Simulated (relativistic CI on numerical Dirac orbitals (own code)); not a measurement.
Fe⁴⁺ in a cubic cluster: 1s photoemission with charge transfer

Computed with a charge-transfer multiplet model of a cubic metal-ligand cluster with up to 2 ligand holes, Slater and spin-orbit integrals from Dirac-Coulomb-Breit ions, Slater integrals scaled by 0.8. The ground state mixes d4 with configurations of k ligand holes L, whose averages lie at kΔ + k(k − 1)U_dd/2; a core hole lowers each added d electron by U_cd. 300 K, Lorentzian 1.1 eV and Gaussian 0.6 eV FWHM.

Atomic integrals in eV (Slater integrals scaled, ζ unscaled), ground: F2dd 10.374, F4dd 6.521, zeta_d 0.064; with the core hole: F2dd 11.650, F4dd 7.350, zeta_d 0.091, G2cd 0.067.

Cluster parameters (eV): Δ = 0.2, U_dd = 6.5, U_cd = 8.1, 10Dq = 1.95, 10Dq(ligand) = 1.1, final-state hopping factor = 0.8.

| Case | n_d | d4 | d5L | d6L2 | S |
| --- | --- | --- | --- | --- | --- |
| V(eg) = 0.6 eV, V(t2g) = -0.33 eV | 4.92 | 0.09 | 0.90 | 0.01 | 2.00 |
| V(eg) = 1.5 eV, V(t2g) = -0.82 eV | 4.78 | 0.27 | 0.68 | 0.05 | 2.00 |
| V(eg) = 1.8 eV, V(t2g) = -0.98 eV | 4.77 | 0.29 | 0.64 | 0.06 | 2.00 |

Weights, n_d and S are thermal averages at 300 K. Binding energies count from the first peak over 30 % of the highest in each spectrum, which can be another peak from case to case. The parameters are a model scan and need not match a compound or its usual spin state. Peaks in eV (height, largest 100):
- V(eg) = 0.6 eV, V(t2g) = -0.33 eV: 0.0 (100), 10.9 (7)
- V(eg) = 1.5 eV, V(t2g) = -0.82 eV: 0.0 (100), 5.0 (14), 8.2 (6), 9.2 (6), 13.0 (11)
- V(eg) = 1.8 eV, V(t2g) = -0.98 eV: 0.0 (100), 5.9 (13), 9.4 (8), 13.9 (9)

For the case V(eg) = 1.5 eV, V(t2g) = -0.82 eV, Δ = 0.2 eV is smaller than U_dd = 6.5 eV, the charge-transfer side of the Zaanen-Sawatzky-Allen scheme. With the core hole the average of the configuration with one ligand hole lies at Δ − U_cd = -7.9 eV before mixing: it lies below the unscreened one, so the lowest final states are mostly screened and the unscreened weight appears at higher binding energy as a satellite.

With at most 2 ligand holes the space is cut while the next configuration still counts, so covalency is underestimated, and a final configuration with one more ligand hole, which can lie low, is missing from the spectra.
